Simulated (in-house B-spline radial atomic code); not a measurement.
Configurations of the zinc ion Zn³⁺, with energies counted from [Ar] 3d9. All numbers are computed (scalar-relativistic (X2C) CAM-B3LYP, spin-polarised, spherical fractional occupations; Fermi nucleus of rms radius 3.9283 fm) with a radial B-spline atomic code at the basis-set limit, not measured. Shells without spins written out take the highest spin.

Caution: exact exchange at fractional occupations of open shells leaves self-interaction of up to several eV.

Occupations are held fixed; configurations that lie above the ionisation limit could autoionise.

```csv
configuration,E - E(ref) (eV),highest orbital,its <r> (bohr)
[Ar] 3d8 4p1,29.51,4p up,2.249
"[Ar] 3d(4 up, 4 down) 4p(1 up, 0 down)",33.077,4p up,2.259
[Ar] 3d8 4f1,50.17,4f up,4.519
[Ne] 3s2 3p5 3d10,75.547,3d down,0.8202
[Ne] 3s2 3p5 3d9 4p1,107.35,4p up,2.243
[Ne] 3s2 3p5 3d9 4f1,128.1,4f up,4.513
```

Question: Order these further configurations by energy, lowest first.
A. [Ne] 3s2 3p5 3d9 4s1
B. [Ar] 3d(4 up, 4 down) 4d(0 up, 1 down)
C. [Ne] 3s2 3p5 3d9 4d1
D. [Ar] 3d(4 up, 4 down) 4f(0 up, 1 down)
E. [Ar] 3d8 4d1

Answer: E (42.266 eV), B (45.78 eV), D (53.607 eV), A (96.048 eV), C (120.16 eV).

Question: How far above the reference does [Ar] 3d(5 up, 3 down) 4s(1 up, 0 down) lie?

Answer: 18.241 eV; its least bound orbital is 4s up with <r> = 1.938 bohr.
